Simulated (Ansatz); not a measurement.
Stepwise reaction of `N[Si](F)(F)F` with water, as a gas-phase model of exchange steps in deposition or etching. ΔE in kJ/mol; ΔG adds harmonic PBE0-D4 terms to CCSD(T)/CBS, at 1 bar.

Isolated molecules relaxed with PBE0-D4/def2-TZVP in Ansatz; ΔE leaves out vibrations. CCSD(T)/CBS adds triple-zeta CCSD(T) − MP2 to the extrapolated MP2 energy (def2 sets, frozen cores). This one scheme is used for every species. DFT in def2-TZVPP. B3LYP here is the variant with VWN-RPA as its local correlation; programs differ in this. Each species was taken in one conformer, which may not be the lowest.

```tsv
step	reaction	PBE-D4	B3LYP-D4	ωB97M-V	CCSD(T)/CBS	ΔG(600 K)
1	`N[Si](F)(F)F` + H₂O → `N[Si](O)(F)F` + H–F	35.0	37.4	37.3	37.2	44.8
2	`N[Si](O)(F)F` + H₂O → `N[Si](O)(O)F` + H–F	38.5	40.6	40.4	40.5	43.2
3	`N[Si](O)(O)F` + H₂O → `N[Si](O)(O)O` + H–F	43.3	46.0	45.4	45.1	46.5
```

Task: By hand: ΔE of the 3 steps together at CCSD(T)/CBS.

Result: (37.2) + (40.5) + (45.1) = 122.8 kJ/mol, or 40.9 kJ/mol a step.

In ΔE each step is higher than the one before. All are uphill at CCSD(T)/CBS. ΔG lies between 43.2 and 46.5 kJ/mol a step. PBE-D4 differs from CCSD(T)/CBS by -2.2 to -1.8 kJ/mol a step. Isolated molecules leave out the surface, adducts and barriers. Largest T1 diagnostic: 0.011.
